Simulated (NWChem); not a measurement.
System: PbH$_{2}$O$_{2}$, singlet; SMILES [OH][Pb][OH]

```xyz
5

Pb     0.2721     0.0332     0.0000
O     -1.3084     1.4061     0.0000
H     -2.1408     0.9120     0.0000
O     -1.1213    -1.5558     0.0000
H     -0.7306    -2.4375     0.0000
```
Atoms are numbered in this order, from 1.

Results from NWChem. Low-valent species are run as closed-shell singlets; no triplet was tried in these runs. The geometry was optimised at PBE0/def2-SVP. Not confirmed as a minimum by frequencies. def2 effective core potentials on Pb; no spin-orbit coupling. Ions are spin-unrestricted doublets at the neutral geometry; other ion states weren't tried.

Question: Predict the results for B3LYP/def2-SVP. Quantities: −ε(HOMO) (eV).

Answer: 
```
Item           Result
-------------  ------
−ε(HOMO) (eV)    7.14
```
